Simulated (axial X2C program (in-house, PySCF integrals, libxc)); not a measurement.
How long does RbI⁺ take?

A bond scan computed with an in-house all-electron X2C program for linear molecules (integrals from PySCF). Basis: I dyall-cv3z [11s12p8d4f1g], Rb dyall-cv3z [12s13p8d4f1g] (cores contracted in-house).

Input:
```json
{"zs": [53, 37], "q": 1, "bas": ["dyall-cv3z", "dyall-cv3z"], "levels": ["PBE0", "HF", "BLYP"], "cc": true, "r0": 3.43, "thr": -2.0, "nmax": 90, "npts": 10, "nst": 2, "ntry": 6}
```
```bash
python so2c.py task.json out
```

Keys: zs atomic numbers; q charge; bas basis sets; levels methods; cc coupled cluster on or off; r0 starting distance in Å; thr threshold in hartree for freezing inner shells (an s shell follows its p shell); nmax most natural virtual spinors; npts points on the curve; nst determinants followed; ntry starts of the search. HF also brings MP2.

Hardware: 1 thread of INTEL(R) XEON(R) PLATINUM 8581C CPU @ 2.10GHz (Emerald Rapids), with other jobs on the host.

Wall time of one point of each curve, integrals apart:

```tsv
Hamiltonian	level	points	seconds a point
spin-free	PBE0	7	0.77
spin-free	HF	7	0.41
spin-free	CCSD(T) (15 electrons, 90 virtuals)	7	7.1
spin-free	BLYP	7	0.5
2c	PBE0	7	1.1
2c	HF	7	0.78
2c	CCSD(T) (15 electrons, 90 virtuals)	7	6.9
2c	BLYP	7	0.54
```

The rest:

Search with its distance optimisation 49 s, atoms 16 s, whole task 210 s. Coupled cluster runs on the points near the minimum only. The program drops outer points, and coupled cluster, when its time limit (not in the input) nears; MP2, further determinants and curves that did not converge are not in the table.
